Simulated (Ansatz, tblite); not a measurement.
Cost and result up the ladder for BeBr₂⁺ (the lowest doublet isomer of a short search) (3 atoms). Total charge 1; doublet. Geometry: PBE0-D4/def2-TZVP.

```xyz
3

Be    0.001    0.000    0.000
Br    0.185    1.972   -0.017
Br   -0.185   -1.972    0.017
```

Ansatz on 4 threads of AMD EPYC 9B45 on a shared host; xTB runs through tblite on one thread. Times are rough, summed over both states, and most runs start from the orbitals of an earlier one. CCSD(T)/def2-TZVPP serves as the yardstick here, not as an exact answer. Differences are given only for rows in sets of like size (and for xTB, whose basis is part of the method), since another set adds its own error. The other state is a quartet at its own geometry.

The xTB rows come from tblite. B3LYP takes the VWN-RPA correlation. HSE06 is defined as in plane-wave codes, on full-range PBE exchange. Correlated methods freeze 18 core orbitals; core or outer-core shells of Br are correlated, in sets that lack core-valence functions. In CCSD on the charge 1 doublet the largest single amplitude is 0.35, so its Hartree–Fock determinant may place the open shell otherwise than the density functionals do. HOMO above LUMO, or a gap near zero within one spin, warns that the state may not be the lowest or that an electron is smeared out. The structure comes from a short search, and lower isomers may exist.

Correlated methods converge slowly with the basis.

xTB has no spin-polarisation term.

| level | functions | quartet − doublet (eV) | difference from CCSD(T)/def2-TZVPP (eV) | remarks |
| --- | --- | --- | --- | --- |
| PBE0-D4/def2-TZVP | 115 | 4.29 | 0.42 | – |
| CCSD(T)/def2-TZVPP | 115 | 3.87 | 0.00 | – |
| HSE06-D4/def2-TZVP | 115 | 4.31 | 0.44 | – |
| B3LYP-D4/def2-TZVP | 115 | 4.44 | 0.57 | – |
| HF/STO-3G | 41 | 3.06 | – | – |
| r2SCAN0-D4/def2-TZVP | 115 | 4.16 | 0.30 | – |
| B2PLYP/def2-TZVP | 115 | 4.27 | 0.40 | – |
| r2SCAN-D4/def2-TZVP | 115 | 4.45 | 0.58 | – |
| PBE-D4/def2-TZVP | 115 | 4.38 | 0.52 | gap within one spin near zero (doublet) |
| GFN1-xTB | 22 | 4.31 | 0.44 | – |
| RPA@PBE/def2-TZVP | 115 | 4.12 | 0.26 | – |
| PBE-QIDH/def2-TZVP (with forces) | 115 | 3.94 | 0.08 | – |
| MP2/def2-TZVP | 115 | 3.86 | -0.01 | – |
| GFN2-xTB | 22 | 4.13 | 0.26 | – |

Task: Estimate how long each takes.

Result: GFN1-xTB 0.002 s; GFN2-xTB 0.005 s; HF/STO-3G 0.75 s; MP2/def2-TZVP 1.6 s; PBE-D4/def2-TZVP 2.1 s; RPA@PBE/def2-TZVP 2.1 s; B2PLYP/def2-TZVP 3.7 s; HSE06-D4/def2-TZVP 4 s; B3LYP-D4/def2-TZVP 4.5 s; r2SCAN-D4/def2-TZVP 5.6 s; PBE-QIDH/def2-TZVP (with forces) 6.6 s; r2SCAN0-D4/def2-TZVP 8.3 s; CCSD(T)/def2-TZVPP 13 s; PBE0-D4/def2-TZVP 14 s. On shared hardware such times vary by a factor of up to 3.
